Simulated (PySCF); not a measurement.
Molecule: C₅H₅O, net charge 0, doublet state. It need not be the lowest isomer of its formula. 
Coordinates optimised at B3LYP-D3(BJ)/def2-TZVP (Ansatz):
SMILES: [CH2]c1ccco1
```xyz
11

C      1.4928     0.1180     0.5513
C      1.1618     0.7620    -0.6093
O     -0.1420     0.5512    -0.9240
C     -0.6848    -0.2580     0.0630
C      0.3307    -0.5372     0.9951
C     -2.0019    -0.6226    -0.0199
H      2.4620     0.1224     1.0212
H      1.7212     1.3789    -1.2902
H      0.2127    -1.1436     1.8768
H     -2.6188    -0.2892    -0.8399
H     -2.4330    -1.2517     0.7429
```
Charge 0, spin multiplicity 2.

Dispersion corrections to the total energy (kcal/mol) from the dftd3 and dftd4 libraries through PySCF: D3(BJ) without and D4 with the three-body term, each with the damping fitted for the functional named.

```tsv
functional	D3(BJ)	D4
TPSSh	-6.22	-6.86
B2PLYP	-4.26	…
HF	…	-21.70
CAM-B3LYP	…	-4.64
r2SCAN	-1.51	-1.39
PBE	-5.46	-5.58
PBE0	-4.65	-4.65
```

Question: Fill in the missing entries.

Answer: 
- B2PLYP, D4: -3.89
- HF, D3(BJ): -46.42
- CAM-B3LYP, D3(BJ): -4.10
